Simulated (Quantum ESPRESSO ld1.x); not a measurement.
B4+, 1 electrons, occupied as 2p1 (not the ground configuration).

All-electron calculation, scalar-relativistic Kohn-Sham, LDA (Slater exchange, VWN5 correlation), spin-polarised, spherical densities, point nucleus; open shells are filled with parallel spins first. Program: ld1.x of Quantum ESPRESSO 7.5.

Energy parts (hartree):
| part | energy |
|---|---|
| total | -3.0869 |
| kinetic | 3.0721 |
| electron-nucleus | -6.1975 |
| Hartree | 0.4502 |
| exchange-correlation | -0.4117 |

Orbitals (lengths in bohr, moments of r in powers of bohr):
| orbital | occ. | eigenvalue (hartree) | <r^4> |
|---|---|---|---|
| 1s up | 0 | -11.9916 | 0.03716 |
| 1s down | 0 | -11.5430 | 0.03721 |
| 2p up | 1 | -2.7687 | 2.792 |
| 2p down | 0 | -2.4465 | 3.708 |
| 3p up | 0 | -1.0867 | 92.12 |
| 3p down | 0 | -1.0192 | 116.1 |

The highest occupied level is 2p up at -75.339 eV. The configuration is held as typed, so some empty levels lie below it. Spin moment in Bohr magnetons: 1. The density falls to 0.001 e/bohr^3 at r = 2.17 bohr.
